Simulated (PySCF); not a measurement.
C7H15O (cation, charge +1), SMILES CC(CCCCC)=[OH+], GFN2-xTB optimised geometry.

```
23

C     -1.71    -0.73     1.22
C     -1.17     0.00     0.00
C      0.36     0.00     0.00
C      0.89     0.74    -1.23
C      2.46     0.74    -1.21
C      2.87     1.43    -2.43
C      3.05     2.88    -2.47
O      3.01     0.81    -3.54
H     -1.38    -1.76     1.23
H     -2.80    -0.72     1.21
H     -1.37    -0.25     2.14
H     -1.54     1.03     0.00
H     -1.54    -0.48    -0.91
H      0.72    -1.03     0.01
H      0.72     0.49     0.91
H      0.52     1.76    -1.23
H      0.53     0.24    -2.13
H      2.80    -0.30    -1.18
H      2.78     1.27    -0.32
H      2.96     3.27    -3.48
H      4.07     3.10    -2.12
H      2.38     3.39    -1.78
H      2.93    -0.16    -3.52
```

Density from PBE0/def2-SVP in PySCF at that geometry.

Minimum of the electron density along straight lines between bonded atoms, close to the bond critical point (lines longer than 1.1 times the sum of covalent radii, or with two minima, are not listed):

```csv
bond,length / Å,ρ at the minimum / e bohr⁻³,∇²ρ there / e bohr⁻⁵,position (fraction from the first atom)
C1–C2,1.524,0.243,-0.55,0.49
C2–C3,1.531,0.241,-0.54,0.49
C3–C4,1.525,0.242,-0.55,0.48
C5–C6,1.458,0.280,-0.72,0.45
C6–C7,1.463,0.277,-0.71,0.55
C6–O8,1.277,0.343,0.11,0.33
C1–H9,1.087,0.277,-1.02,0.63
C1–H10,1.086,0.278,-1.03,0.63
C1–H11,1.087,0.277,-1.02,0.63
C2–H12,1.091,0.277,-1.01,0.62
C2–H13,1.091,0.277,-1.01,0.62
C3–H14,1.091,0.277,-1.02,0.63
C3–H15,1.091,0.278,-1.02,0.63
C4–H16,1.090,0.280,-1.05,0.63
C4–H17,1.091,0.279,-1.04,0.63
C5–H18,1.092,0.276,-1.03,0.64
C5–H19,1.089,0.280,-1.07,0.64
C7–H20,1.089,0.278,-1.08,0.65
C7–H21,1.096,0.267,-0.99,0.64
C7–H22,1.088,0.276,-1.06,0.65
O8–H23,0.977,0.337,-2.47,0.83
```
